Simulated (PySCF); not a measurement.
PBE0-D3(BJ)/def2-TZVP geometry optimisation, IEF-PCM water with PySCF 2.14 and geomeTRIC: [Pd(H2O)4]2+, charge 2, multiplicity 1. Start (model start, shaken):

```
13

Pd    0.0000    0.0045   -0.0041
O     2.0866   -0.0068   -0.0149
H     2.6759    0.7951   -0.0074
H     2.6657   -0.7677    0.0053
O    -2.0984   -0.0140   -0.0004
H    -2.6646    0.7548   -0.0069
H    -2.7035   -0.7943   -0.0276
O    -0.0035    2.0810    0.0041
H     0.0024    2.6722    0.7372
H    -0.0081    2.6743   -0.7733
O    -0.0230   -2.1072   -0.0147
H    -0.0121   -2.6591    0.7629
H    -0.0005   -2.6617   -0.7837
```

```csv
step,E − E(start) / kcal mol⁻¹,largest force / Eh bohr⁻¹
0,0.00,0.03225
1,-9.63,0.00947
2,-10.46,0.00704
3,-10.67,0.00138
4,-10.72,0.00175
5,-10.80,0.00351
6,-11.19,0.00835
7,-11.94,0.00782
8,-13.49,0.00930
9,-14.40,0.00900
10,-15.95,0.00943
11,-14.38,0.01641
12,-16.65,0.00459
13,-16.82,0.00507
14,-17.17,0.00508
15,-17.29,0.00372
16,-17.36,0.00601
17,-17.69,0.00654
18,-18.02,0.00638
19,-18.46,0.00534
20,-18.87,0.00343
21,-19.02,0.00232
22,-18.84,0.00339
23,-18.99,0.00346
24,-19.17,0.00180
25,-19.20,0.00052
26,-19.21,0.00029
27,-19.21,0.00018
```

The optimisation met its thresholds. End point:

```
13

Pd   -0.0938   -0.0038   -0.0103
O     1.9103    0.0028   -0.2526
H     2.3383    0.8133    0.0625
H     2.3491   -0.7250    0.2139
O    -2.0929   -0.0239    0.2177
H    -2.5195    0.7388   -0.2023
H    -2.4978   -0.8143   -0.1713
O    -0.2068    2.0084    0.0025
H     0.1857    2.4007    0.7975
H     0.2237    2.4265   -0.7589
O    -0.1703   -2.0173   -0.0122
H     0.2355   -2.4139    0.7737
H     0.2556   -2.4211   -0.7836
```

Metal–donor distances, start → end: O2 2.087 → 2.019 Å, O5 2.099 → 2.012 Å, O8 2.077 → 2.015 Å, O11 2.112 → 2.015 Å.

No frequencies were computed, so the end point may be a saddle point.

The job took 17 min on one thread of Arm Neoverse V1 (shared host), with 212 basis functions and a peak of 1.4 GiB, launched as `OMP_NUM_THREADS=1 python lf_run.py task.json out`.
